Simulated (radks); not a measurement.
Values are calculated unless marked as measured or tabulated.
How relativity changes the ionisation of the krypton ion Kr+ ([Ar] 3d10 4s2 4p5) to Kr2+ ([Ar] 3d10 4s2 4p4). Spin-unpolarised spherical Kohn-Sham, PBEsol, point nucleus unless stated (finite: rms radius 4.1884 fm), a radial shooting solver on a logarithmic mesh with Libxc functionals. A level marked "c x" has the speed of light scaled by that factor and shares open shells by 2j + 1; other Dirac levels either fill j = l - 1/2 first or share by 2j + 1.

non-rel.: E(Kr+) (hartree) -2751.16459; E(Kr2+) (hartree) -2750.23979; IE (eV) 25.165; HOMO 4p; <r> HOMO (bohr) 1.833
scalar-rel.: E(Kr+) (hartree) -2787.95388; E(Kr2+) (hartree) -2787.02862; IE (eV) 25.177; HOMO 4p; <r> HOMO (bohr) 1.826
scalar-rel., finite nucleus: E(Kr+) (hartree) -2787.93011; E(Kr2+) (hartree) -2787.00485; IE (eV) 25.178; HOMO 4p; <r> HOMO (bohr) 1.826
Dirac, 2j+1 shares: E(Kr+) (hartree) -2788.16772; E(Kr2+) (hartree) -2787.24216; IE (eV) 25.186; HOMO 4p3/2; <r> HOMO (bohr) 1.839
Dirac, low j first: E(Kr+) (hartree) -2788.17657; E(Kr2+) (hartree) -2787.26196; IE (eV) 24.888; HOMO 4p3/2; <r> HOMO (bohr) 1.839
Dirac, 2j+1 shares, finite nucleus: E(Kr+) (hartree) -2788.14392; E(Kr2+) (hartree) -2787.21837; IE (eV) 25.186; HOMO 4p3/2; <r> HOMO (bohr) 1.839
Dirac, c x 0.75: E(Kr+) (hartree) -2818.80005; E(Kr2+) (hartree) -2817.87366; IE (eV) 25.208; HOMO 4p3/2; <r> HOMO (bohr) 1.843
Dirac, c x 5: E(Kr+) (hartree) -2752.59718; E(Kr2+) (hartree) -2751.67236; IE (eV) 25.166; HOMO 4p3/2; <r> HOMO (bohr) 1.833
Dirac, c x 10: E(Kr+) (hartree) -2751.52238; E(Kr2+) (hartree) -2750.59758; IE (eV) 25.165; HOMO 4p3/2; <r> HOMO (bohr) 1.833

NIST Atomic Spectra Database: 24.360 eV (measured). The relativistic part of the total energy of Kr+ is -36.98 hartree (Dirac, 2j+1 shares, finite nucleus), 1.3 % of the non-relativistic value. Spin polarisation and multiplet splitting of open shells are left out at every level.

Beside tabulated values, note that spin-unpolarised runs miss the spin-polarisation part of the exchange energy of open shells.
